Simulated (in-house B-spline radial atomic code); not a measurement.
What moves the levels of Cr⁺ ([Ar] 3d5)? Level of theory: Dirac-Hartree-Fock, average of the jj configuration, Fermi nucleus of rms radius 3.6588 fm; calculated with a B-spline radial code for spherical atoms.

Baseline run (computed): total energy -1049.4127 hartree, 1s1/2 at -222.4401 hartree, 3d5/2 at -15.514 eV with <r> = 1.387 bohr.

Changing the nucleus:

| nucleus | ΔE (eV) |
| --- | --- |
| Fermi nucleus of rms radius 3.6452 fm, A = 52 | -0.000549 |
| Fermi nucleus of rms radius 3.6511 fm, A = 53 | -0.000311 |
| Fermi nucleus of rms radius 3.6885 fm, A = 54 | 0.00121 |

A larger nucleus binds the electrons less, roughly as the density at the nucleus times the change of the nuclear <r²>. The reference is A = 50.
